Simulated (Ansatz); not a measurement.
Phenacyltetrahydrothiophenium tetrafluoroborate, `F[B-](F)(F)F.O=C(C[S+]1CCCC1)c1ccccc1` was relaxed with PBE-D4 (def2-SVP) in Ansatz in these states: charge -1 doublet, neutral singlet. The geometries follow in no particular order.

A:

```xyz
34

F    -0.423    0.469   -3.947
B     0.031    1.363   -4.977
F    -0.744    2.547   -4.912
F     1.393    1.682   -4.705
F    -0.090    0.752   -6.221
O    -1.547   -1.239    0.437
C    -0.494   -1.060    1.148
C     0.408    0.045    0.651
S     0.098    0.065   -1.192
C     1.231    1.448   -1.657
C     0.483    2.739   -1.324
C    -0.982    2.525   -1.741
C    -1.416    1.109   -1.336
C    -0.148   -1.819    2.322
C    -1.020   -2.882    2.738
C    -0.738   -3.648    3.866
C     0.416   -3.402    4.649
C     1.284   -2.358    4.258
C     1.012   -1.579    3.133
H     1.500   -0.102    0.799
H     0.142    1.067    1.014
H     2.184    1.309   -1.110
H     1.393    1.341   -2.750
H     0.565    2.972   -0.240
H     0.934    3.586   -1.882
H    -1.065    2.628   -2.841
H    -1.649    3.274   -1.266
H    -1.913    0.995   -0.354
H    -2.021    0.604   -2.110
H    -1.913   -3.066    2.122
H    -1.430   -4.457    4.156
H     0.630   -4.007    5.544
H     2.188   -2.146    4.855
H     1.701   -0.757    2.875
```

B:

Cartesian coordinates in Å:
```
F 0.984 2.189 -3.074
B 2.084 3.142 -3.235
F 1.782 4.256 -2.415
F 3.245 2.505 -2.728
F 2.202 3.482 -4.560
O -1.233 -1.335 -1.145
C -0.672 -1.465 -0.061
C 0.367 -0.425 0.362
S 0.720 0.671 -1.076
C 1.753 1.925 -0.194
C 0.773 2.934 0.407
C -0.375 3.109 -0.595
C -0.808 1.724 -1.085
C -0.966 -2.593 0.864
C -1.912 -3.555 0.446
C -2.230 -4.636 1.273
C -1.608 -4.766 2.528
C -0.668 -3.813 2.954
C -0.346 -2.730 2.126
H 1.331 -0.900 0.635
H 0.022 0.170 1.233
H 2.376 1.381 0.542
H 2.406 2.340 -0.990
H 0.403 2.584 1.396
H 1.302 3.895 0.570
H 0.001 3.695 -1.454
H -1.242 3.634 -0.145
H -1.541 1.210 -0.435
H -1.155 1.708 -2.132
H -2.382 -3.425 -0.541
H -2.965 -5.384 0.942
H -1.857 -5.618 3.179
H -0.184 -3.917 3.936
H 0.392 -1.992 2.473
```

**Question.** Judge from the bond lengths which geometry belongs to which state (an estimate).

**Answer.** A is the charge -1 doublet (O6–C7 1.284 Å, C7–C14 1.439 Å, F1–B2 1.437 Å); B is the neutral singlet (O6–C7 1.228 Å, C7–C14 1.488 Å, F1–B2 1.465 Å).

At PBE-D4/def2-SVP the highest occupied level of the relaxed charge -1 doublet lies above zero (up to 0.45 eV). By energy differences its removal costs 1.70 eV (each at its own geometry, to the charge 0 singlet, at PBE0-D4/def2-TZVP).
